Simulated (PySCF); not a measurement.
Br$_{2}$Ge, singlet, at a GFN2-xTB geometry of the parent state; B3LYP/3-21G (PySCF).

Here is a job for PySCF.
```python
from pyscf import gto, scf, dft

mol = gto.Mole()
mol.atom = '''
    Ge    0.01772041    0.00659318    1.06702307
    Br    1.10832851   -1.68300099   -0.49594218
    Br   -1.12453002    1.67697294   -0.47962177
'''
mol.basis = '3-21g'
mol.verbose = 4
mol.build()

mf = dft.RKS(mol)
mf.xc = 'b3lyp'
mf.kernel()
```

It wrote (shortened):

```
PySCF version 2.14.0

[INPUT] verbose = 4
[INPUT] num. atoms = 3
[INPUT] num. electrons = 102
[INPUT] charge = 0
[INPUT] spin (= nelec alpha-beta = 2S) = 0
[INPUT] symmetry False subgroup None
[INPUT] Mole.unit = angstrom
[INPUT] Symbol           X                Y                Z      unit          X                Y                Z       unit  Magmom
[INPUT]  1 Ge     0.017720410000   0.006593180000   1.067023070000 AA    0.033486721715   0.012459304490   2.016381370893 Bohr   0.0
[INPUT]  2 Br     1.108328510000  -1.683000990000  -0.495942180000 AA    2.094437339947  -3.180410938472  -0.937194893820 Bohr   0.0
[INPUT]  3 Br    -1.124530020000   1.676972940000  -0.479621770000 AA   -2.125053756652   3.169019574907  -0.906353788679 Bohr   0.0

nuclear repulsion = 626.084142526092
number of shells = 30
number of NR pGTOs = 162
number of NR cGTOs = 66
basis = 3-21g
ecp = {}

******** <class 'pyscf.dft.rks.RKS'> ********
method = RKS
initial guess = minao
damping factor = 0
level_shift factor = 0
DIIS = <class 'pyscf.scf.diis.CDIIS'>
diis_start_cycle = 1
diis_space = 8
diis_damp = 0
SCF conv_tol = 1e-09
SCF conv_tol_grad = None
SCF max_cycles = 50
direct_scf = True
direct_scf_tol = 1e-13
XC library pyscf.dft.libxc version 7.1.2
    S. Lehtola, C. Steigemann, M. J. T. Oliveira, and M. A. L. Marques,  SoftwareX 7, 1–5 (2018)
XC functionals = b3lyp
    P. J. Stephens, F. J. Devlin, C. F. Chabalowski, and M. J. Frisch,  J. Phys. Chem. 98, 11623 (1994)
radial grids:
    Treutler-Ahlrichs [JCP 102, 346 (1995); DOI:10.1063/1.469408] (M4) radial grids

becke partition: Becke, JCP 88, 2547 (1988); DOI:10.1063/1.454033
pruning grids: <function nwchem_prune>
grids dens level: 3
symmetrized grids: False
atomic radii adjust function: <function treutler_atomic_radii_adjust>
small_rho_cutoff = 0
Set gradient conv threshold to 3.16228e-05
Initial guess from minao.
tot grids = 61488
init E= -7183.3590432861
  HOMO = -0.346432956749455  LUMO = -0.179987169221652  gap/eV = 4.52922
cycle= 1 E= -7190.53554878515  delta_E= -7.18  |g|= 0.471  |ddm|= 1.63
  HOMO = -0.20020138938863  LUMO = -0.162104221879056  gap/eV = 1.03668
cycle= 2 E= -7189.9278245208  delta_E= 0.608  |g|= 1.25  |ddm|= 2.42
  HOMO = -0.260655120513691  LUMO = -0.128659073694621  gap/eV = 3.59180
cycle= 3 E= -7190.64335381251  delta_E= -0.716  |g|= 0.0489  |ddm|= 1.75
  HOMO = -0.273917236181369  LUMO = -0.143123859281976  gap/eV = 3.55907
cycle= 4 E= -7190.64402417678  delta_E= -0.00067  |g|= 0.0223  |ddm|= 0.137
  HOMO = -0.272881912957926  LUMO = -0.138688888309872  gap/eV = 3.65158
cycle= 5 E= -7190.64429316229  delta_E= -0.000269  |g|= 0.00279  |ddm|= 0.0373
  HOMO = -0.273027234459607  LUMO = -0.13849675986787  gap/eV = 3.66076
cycle= 6 E= -7190.64429718855  delta_E= -4.03e-06  |g|= 0.000105  |ddm|= 0.00461
  HOMO = -0.273018317536978  LUMO = -0.138476030597759  gap/eV = 3.66108
cycle= 7 E= -7190.64429719505  delta_E= -6.5e-09  |g|= 1.41e-05  |ddm|= 0.000234
  HOMO = -0.273019343691407  LUMO = -0.138476099725352  gap/eV = 3.66111
cycle= 8 E= -7190.64429719515  delta_E= -1.04e-10  |g|= 5.03e-06  |ddm|= 4.17e-05
  HOMO = -0.273018872973897  LUMO = -0.138477383024349  gap/eV = 3.66106
Extra cycle  E= -7190.64429719514  delta_E= 1.46e-11  |g|= 9.44e-06  |ddm|= 2.41e-05
converged SCF energy = -7190.64429719514
```
